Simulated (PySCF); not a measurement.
wavenumber (cm⁻¹), absorption (km/mol per cm⁻¹) and a bar:
```
        0      0.004 
       10      0.004 
       20      0.004 
       30      0.005 
       41      0.005 
       51      0.005 
       61      0.006 
       71      0.006 
       81      0.006 
       91      0.007 
      101      0.008 
      111      0.008 
      122      0.009 
      132      0.011 
      142      0.013 
      152      0.017 
      162      0.023 
      172      0.040 
      182      0.094 
      193      0.297 #
      203      0.151 
      213      0.055 
      223      0.032 
      233      0.024 
      243      0.021 
      253      0.020 
      263      0.020 
      274      0.020 
      284      0.021 
      294      0.023 
      304      0.025 
      314      0.027 
      324      0.030 
      334      0.034 
      345      0.038 
      355      0.043 
      365      0.050 
      375      0.058 
      385      0.069 
      395      0.083 
      405      0.102 
      415      0.128 
      426      0.166 
      436      0.223 
      446      0.316 #
      456      0.481 #
      466      0.816 ##
      476      1.650 ###
      486      4.553 #########
      497     14.971 ##############################
      507      6.771 ##############
      517      2.163 ####
      527      0.990 ##
      537      0.558 #
      547      0.356 #
      557      0.247 
      567      0.181 
      578      0.138 
      588      0.109 
      598      0.088
```

This is the computed harmonic infrared spectrum of singlet TcS₄⁻, Lorentzian lines of 15 cm⁻¹ full width. Level of theory: PySCF, B3LYP, basis Tc def2-SVPD with ECP28, S def2-SVPD (scalar-relativistic core potentials, no spin–orbit coupling, density fitting).

Question: Which bands make it up, and how are they assigned?

Answer: In Td symmetry, counting bands above 1 % of the strongest: 195 cm⁻¹ (t2, bend, 7.2 km/mol); 498 cm⁻¹ (t2, stretch, 368 km/mol).

This need not be the most stable arrangement of these atoms. The lowest empty level of this anion is unbound, so it and the gap depend on the basis.
